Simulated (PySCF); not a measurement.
SMILES BCO[SiH3] (CH7BOSi) (GFN2-xTB optimised geometry):

```
11

B      1.621     0.016     1.276
C      0.900    -0.534     0.000
O     -0.508    -0.534     0.000
Si    -1.544     0.702     0.000
H      2.788     0.006     1.286
H      1.014     0.406     2.190
H      1.256     0.011    -0.889
H      1.203    -1.577    -0.171
H     -2.788    -0.048    -0.011
H     -1.407     1.577     1.168
H     -1.360     1.544    -1.191
```

Method: PBE0/def2-TZVP (PySCF 2.14.0).

Task: What are the frontier orbital energies and the dipole moment?

Result: HOMO-2 -9.77 eV, HOMO-1 -8.63 eV, HOMO -7.84 eV, LUMO -1.65 eV, LUMO+1 0.34 eV; dipole moment 1.03 D.

Meta-Löwdin charges at PBE0/def2-TZVP: B1 0.02, C2 -0.11, O3 -0.62, Si4 0.75, H5 0.02, H6 0.03, H7 0.13, H8 0.15, H9 -0.10, H10 -0.13, H11 -0.13.
